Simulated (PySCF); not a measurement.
A structure optimised at PBE0-D3(BJ)/def2-SVP, used in a PySCF frequency run:

```
Zr
Cl 1 2.3327
Cl 1 2.3368 2 112.83
S 1 2.4098 2 110.56 3 125.08
H 4 1.3574 1 89.57 2 -158.20
S 1 2.4160 2 109.85 3 -121.12
H 6 1.3573 1 91.44 2 64.96
```

Task: Write its SMILES and formula.

Result: [SH][Zr]([SH])([Cl])[Cl], Cl2H2S2Zr

Task: What are its rotational constants (standard atomic weights)?

Result: 1.0028, 0.98761, 0.94550 GHz
